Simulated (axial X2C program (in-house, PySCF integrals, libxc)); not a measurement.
**Low determinants of VC⁻ at the PBE0 level, 2c**

All values were computed with an in-house relativistic program for diatomic molecules. Two-component (2c) means X2C with spin–orbit coupling and atomic mean-field two-electron Coulomb and Gaunt terms. Basis: V dyall-acv3z [11s11p7d4f2g], C dyall-av3z [8s7p3d2f] (cores contracted in-house); Gaussian nuclei, density fitting, unrestricted open shells. Masses: V 50.944 u, C 12.000 u.

Search at 1.646 Å (vertical energies from the lowest determinant):

| ΔE (eV) | state | electrons beyond evenly filled partner blocks | electrons in ±ω = 1/2, 3/2, 5/2, 7/2 |
| --- | --- | --- | --- |
| 0.00 | Ω = 1 | ω = -1/2, ω = 3/2 | 23 7 0 0 |
| 0.04 | Ω = 3 | ω = 1/2, ω = 5/2 | 23 6 1 0 |
| 0.37 | Ω = 2 | ω = 1/2, ω = 3/2 | 23 7 0 0 |
| 0.41 | Ω = 2 | ω = -1/2, ω = 5/2 | 23 6 1 0 |
| 0.53 | Ω = 2 | 2 × ω = 1/2, ω = -3/2, ω = 5/2 | 22 7 1 0 |
| 0.61 | Ω = 0 | none | 24 6 0 0 |
| 0.90 | Ω = 1 | ω = -3/2, ω = 5/2 | 22 7 1 0 |

Lowest determinant, Ω = 1 (⟨Sz⟩ = -1.00, ⟨Lz⟩ = 2.00 at PBE0): Re = 1.633 Å, ωe = 750.5 cm⁻¹.

The determinant in row 2 of the search, Ω = 3 (⟨Sz⟩ = 1.00, ⟨Lz⟩ = 2.00 at PBE0), was followed along the bond at PBE0; measured from the minimum of the lowest determinant it gives:

Te = 0.037 eV (298 cm⁻¹), Re = 1.632 Å, ωe = 750.9 cm⁻¹.

Problem. Compare the bond of the determinant in row 2 with that of the lowest one.

Solution. At PBE0 its Re is 0.001 Å shorter and its force constant, which goes as ωe², is 1.00 times that of the lowest determinant. T0 ≈ Te + Δωe/2 = 298 + (0) = 298 cm⁻¹.

The search compares states at one distance, so a state with another bond length can lie lower; it is not exhaustive and yields mostly the lowest determinant of each block pattern, so other components and higher states of one pattern are missing. These are energies of single determinants, not of spin-adapted states; PBE0 term energies can be off by some tenths of an eV, and the functional has no current term. Open-shell Ω = 0 determinants with evenly filled partner blocks cannot be reached by this program, so the Ω shown need not be the lowest component. The lowest determinant need not be the ground state where others lie within half an eV. For an anion, determinants above electron detachment are held by the basis set. The highest occupied level of some functionals is positive through self-interaction error; at Hartree–Fock it is bound. Row 1 has a positive highest level at its minimum. Row 2 has a positive highest level at its minimum.
